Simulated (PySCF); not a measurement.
Species: C8H9O (doublet state).
Structure used (GFN2-xTB), in Å, numbered top down from 1:
```xyz
18
C8H9O angstrom
C      2.7490   -0.8956   -0.3725
C      1.8504   -0.0152   -0.8067
C      0.5235    0.2016   -0.2623
C     -0.2017    1.2627   -0.6641
C     -1.5204    1.6020   -0.1108
O     -2.0521    2.6997   -0.3172
C     -2.1511    0.5696    0.6370
C     -1.5424   -0.7626    0.7986
C     -0.0129   -0.7210    0.7954
H      3.7180   -0.9741   -0.8344
H      2.5693   -1.5578    0.4571
H      2.1112    0.6357   -1.6315
H      0.1843    1.9502   -1.4036
H     -3.1573    0.7402    0.9891
H     -1.9119   -1.2455    1.7071
H     -1.8800   -1.3902   -0.0409
H      0.3771   -1.7292    0.6539
H      0.3381   -0.3640    1.7695
```

The hyperfine couplings belong to this conformer and change with its torsions.

The species is `C=CC1=CC(=O)[CH]CC1` [radical].

Computed, not measured: UKS B3LYP, pcH-1 on C H O, non-relativistic, mean-field spin-orbit, GIAO (PySCF). Isolated species at its GFN2-xTB geometry (one conformer only). Couplings are sensitive to structure, and on GFN2-xTB geometries they can be far from those on DFT ones. Stability of the SCF solution: not tested.

**Question.** Break the g tensor into its mass correction, gauge correction and orbital-Zeeman/spin–orbit terms.

**Answer.** 
```csv
Δg (ppt),1,2,3
relativistic mass correction,-0.19,-0.19,-0.19
gauge correction,-0.01,0.03,0.04
orbital Zeeman/spin–orbit,0.00,1.94,5.61
total,-0.20,1.78,5.46
```

So g = 2.00212, 2.00410, 2.00778 and g_iso = 2.00467; the tensor is rhombic: the two nearest values differ by 35 % of g3 − g1. Axes: g3 points within 9° of the C5–O6 bond.

**Question.** What are the electron Larmor frequencies g μB B/h along the three axes at 1200 mT?

**Answer.** 33.6266, 33.6599, 33.7217 GHz for g1, g2 and g3, a range of 95.1 MHz.

**Question.** Average each term over the three axes. Which is largest in size?

**Answer.** The orbital-Zeeman/spin–orbit term 2.52, the mass correction -0.19 and the gauge correction 0.02 ppt, for a total of 2.35 ppt. The orbital-Zeeman/spin–orbit term is the largest in size. The mass correction is the same along every axis, so the anisotropy comes from the other two: their spans along these axes are 0.05 (gauge) and 5.61 ppt (orbital Zeeman/spin–orbit).

**Question.** At 33.944 GHz, how far is the centre of the isotropic spectrum from where a free electron (g = 2.002319) resonates?

**Answer.** B = hν/(g μB) with μB/h = 13.99624 MHz/mT gives 1211.21 mT for the free electron and 1209.79 mT at g_iso, 1.42 mT lower.

**Question.** In a frozen sample, at which fields do the three g values resonate at 9.5, 34, 94 and 263 GHz (hyperfine left aside), and which band first spreads them over more than twice a line width of 1.0 mT?

**Answer.** 
```csv
band,GHz,B(g3) mT,B(g2) mT,B(g1) mT,spread mT
X,9.5,338.06,338.68,339.02,0.96
Q,34.0,1209.90,1212.13,1213.33,3.42
W,94.0,3345.03,3351.17,3354.49,9.46
J,263.0,9358.96,9376.16,9385.43,26.47
```

The spread grows in proportion to the frequency. Q band is the first where it exceeds 2.0 mT.

The largest Mulliken spin populations are on C7 (+0.81), O6 (+0.29), C5 (-0.11) and C8 (-0.07). The positive populations add up to 1.22 and the negative ones to -0.22, together 2S = 1. The angles at C7 add up to 359.6°, so it is planar; its axial dipolar tensor and the negative coupling of its proton fit spin in a p orbital normal to that plane.

The HOMO–LUMO gaps are 4.38 eV among the α and 3.44 eV among the β orbitals.

Hardware: an Arm Neoverse V1 with one thread, on a shared host. Cost: 2.0 min of wall time (with the writing of density and orbital grids), 1.0 GiB resident at most.
